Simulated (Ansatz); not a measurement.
Cost and result up the ladder for Mo₅Se₁₀ (15 atoms). The state is a singlet with charge 0. Geometry: PBE-D4/def2-SVP, loosely relaxed.

| atom | x (Å) | y (Å) | z (Å) |
| --- | --- | --- | --- |
| Mo1 | -1.3926 | -1.1217 | -1.4856 |
| Mo2 | 1.2292 | 1.2533 | 2.0198 |
| Mo3 | -0.7688 | 1.1827 | 0.5178 |
| Mo4 | 1.5180 | 0.2682 | -0.5527 |
| Mo5 | 0.2594 | -1.1668 | 1.2104 |
| Se6 | 1.2396 | -0.7390 | 3.4188 |
| Se7 | 0.2679 | 2.5367 | -1.3468 |
| Se8 | 0.5976 | -0.6189 | -2.7161 |
| Se9 | -0.5251 | -3.0957 | -0.3634 |
| Se10 | -0.6298 | 2.7368 | 2.4482 |
| Se11 | -1.9270 | 1.5500 | -1.7605 |
| Se12 | -2.3025 | -0.7284 | 0.9445 |
| Se13 | -2.9721 | -1.8057 | -2.9456 |
| Se14 | 3.1451 | 1.7693 | 0.6087 |
| Se15 | 2.2612 | -2.0207 | 0.0025 |

Ansatz on 2 threads of AMD EPYC 7R13 on a shared host and a share (18 GiB) of an NVIDIA H100 80GB HBM3. Times are rough, and most runs start from the orbitals of an earlier one. No level here is sound enough to serve as a yardstick. Binding counts from free atoms at the same level (Mo septet, Se triplet; other spins of the atoms weren't run), without zero-point energy or a counterpoise term.

In the def2 sets Mo takes a core potential; there is no spin–orbit coupling. Correlated methods freeze 90 core orbitals; core or outer-core shells of Mo, Se are correlated, in sets that lack core-valence functions. The rows differ in basis, and correlated rows in double-zeta sets carry the largest basis error. Single mean-field runs in def2-SVP, def2-TZVP are fitted with def2-universal-jkfit. No other spin state of charge 0 was run. The structure comes from a short search, and lower isomers may exist.

Run but left out: MP2/def2-SVP (restricted singlet, unstable towards broken spin symmetry).

Correlated methods converge slowly with the basis, most of all in double-zeta sets.

```json
{"level": "revPBE-D4/def2-SVP", "functions": "475", "wall time": "4.2 s"}
{"level": "r2SCAN-D4/def2-SVP", "functions": "475", "wall time": "6 s"}
{"level": "PBE-D4/def2-TZVP", "functions": "680", "wall time": "6 s"}
{"level": "PBE-D4/def2-SVP (with forces)", "functions": "475", "wall time": "6 s"}
{"level": "PBE0-D4/def2-SVP", "functions": "475", "wall time": "7 s"}
{"level": "PBE0-D4/def2-TZVP", "functions": "680", "wall time": "8 s"}
{"level": "RPA@PBE/def2-SVP", "functions": "475", "wall time": "14 s"}
```

Q: Estimate what each level gives for the binding energy per atom (eV).

A: 
```tsv
level	binding energy per atom (eV)	remarks
revPBE-D4/def2-SVP	4.05	loose geometry, restricted SCF unstable in HF
r2SCAN-D4/def2-SVP	3.78	loose geometry, restricted SCF unstable in HF
PBE-D4/def2-TZVP	4.21	loose geometry, restricted SCF unstable in HF
PBE-D4/def2-SVP (with forces)	4.24	loose geometry, restricted, untested
PBE0-D4/def2-SVP	3.71	loose geometry, restricted SCF unstable in HF
PBE0-D4/def2-TZVP	3.70	loose geometry, restricted SCF unstable in HF
RPA@PBE/def2-SVP	3.45	loose geometry
```
